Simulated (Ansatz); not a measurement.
C$_{2}$H$_{6}$AlFS, SMILES `[CH3][AlH][CH](F)S`, relaxed with RKS PBE-D4/def2-SVP in Ansatz 0.2.0 from a rough embedded geometry. The force threshold is 0.03 eV/Å; the program also tests the step.

Charge 0, multiplicity 1.

Start:

```xyz
11

C     0.603   -0.012    1.698
Al    0.886    0.399   -0.199
C    -0.435   -0.245   -1.556
F    -0.451   -1.612   -1.593
S    -2.056    0.464   -1.277
H     0.504   -1.058    1.877
H     1.389    0.460    2.312
H    -0.403    0.492    1.984
H     2.213    1.254   -0.631
H    -0.033    0.081   -2.569
H    -2.216   -0.224   -0.046
```

Problem. How much energy does the relaxation release, and in how many steps? (An estimate is asked.)

Solution. Ansatz gave: 0.47 eV, in 16 steps, 1 of them rejected.

Problem. Which bonds change most? (An estimate is asked.)

Solution. Computed: Al2–S5 from 3.134 to 2.588 Å; C3–S5 from 1.791 to 1.917 Å; S5–H11 from 1.419 to 1.367 Å; C1–H8 from 1.161 to 1.110 Å.

Problem. Give the relaxed structure. (An estimate is asked.)

Solution. Ansatz gave: 
```xyz
11

C     0.500   -0.014    1.686
Al    0.689    0.595   -0.174
C    -0.139   -0.498   -1.615
F    -0.418   -1.837   -1.537
S    -1.679    0.573   -1.219
H    -0.151   -0.909    1.783
H     1.491   -0.288    2.110
H     0.088    0.781    2.342
H     1.517    1.874   -0.659
H     0.057   -0.216   -2.675
H    -1.955   -0.061   -0.041
```
